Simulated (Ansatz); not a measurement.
**Ligand exchange: C4H9Cl + HI → C4H9I + HCl**

Species: C4H9Cl (2-chloro-2-methylpropane) `CC(C)(C)Cl`, singlet; HI (hydrogen iodide), singlet; C4H9I (tert-butyl iodide) `CC(C)(C)I`, singlet; HCl (hydrogen chloride), singlet. The partners trade Cl for I: C–Cl and H–I bonds give way to C–I and H–Cl.

Shapes, held fixed at every level: PBE0-D4/def2-TZVP. Programs: Ansatz 0.2.0. The zero-point and thermal change to 298 K, harmonic and unscaled (PBE0-D4/def2-TZVP), is +2.2 kJ/mol.

**What was measured.** Tabulated heats of formation (Active Thermochemical Tables, CRC Handbook of Chemistry and Physics): C4H9Cl -182.2 (CRC); HI +26.5 (ATcT); C4H9I -72.1 (CRC); HCl -92.2 (ATcT) kJ/mol, which give ΔH(298 K) = -8.5 kJ/mol.

```tsv
level	kind	ΔH (kJ/mol)	computed − measured
HF/def2-SVP	Hartree–Fock	+9.1	+17.7
HF/def2-TZVPP	Hartree–Fock	+6.7	+15.2
PBE-D4/def2-TZVPP	GGA	-7.1	+1.4
BHLYP-D4/def2-TZVPP	global hybrid	-4.6	+3.9
MP2/def2-TZVPP	perturbation theory	-17.9	-9.4
CCSD(T)/def2-SVP	coupled cluster or CI	+0.9	+9.5
CCSD(T)/def2-TZVPP	coupled cluster or CI	-10.3	-1.7
```

Nearest: PBE-D4/def2-TZVPP (+1.4); farthest: HF/def2-SVP (+17.7). 5 of 7 levels lie within 10 kJ/mol. The heats of C4H9Cl, C4H9I come from older tables and can be uncertain by 10 kJ/mol or more. The wrong sign comes from HF/def2-SVP, HF/def2-TZVPP, CCSD(T)/def2-SVP. For atoms past krypton def2 sets carry core potentials with scalar relativity. Correlated rows may include outer-core shells of I, which these sets cover unevenly.
